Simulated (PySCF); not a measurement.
SMILES C#CC[SiH2]O (C₃H₆OSi) (GFN2-xTB optimised geometry):

```
11

C      1.807     1.067     0.000
C      0.609     1.067     0.000
C     -0.831     0.999    -0.019
Si    -1.432    -0.504    -1.046
O     -0.765    -1.875    -0.486
H      2.855     1.110     0.014
H     -1.224     1.929    -0.432
H     -1.191     0.920     1.009
H     -2.855    -0.732    -0.836
H     -1.068    -0.284    -2.447
H      0.165    -1.929    -0.285
```

Calculation: CAM-B3LYP/def2-TZVP in PySCF.

What are the frontier orbital energies and the dipole moment?

HOMO-2 -10.36 eV, HOMO-1 -9.32 eV, HOMO -8.86 eV, LUMO 1.30 eV, LUMO+1 1.84 eV; dipole moment 0.87 D.

Meta-Löwdin charges at CAM-B3LYP/def2-TZVP: C1 -0.25, C2 -0.02, C3 -0.47, Si4 0.95, O5 -0.76, H6 0.17, H7 0.15, H8 0.15, H9 -0.12, H10 -0.14, H11 0.36.
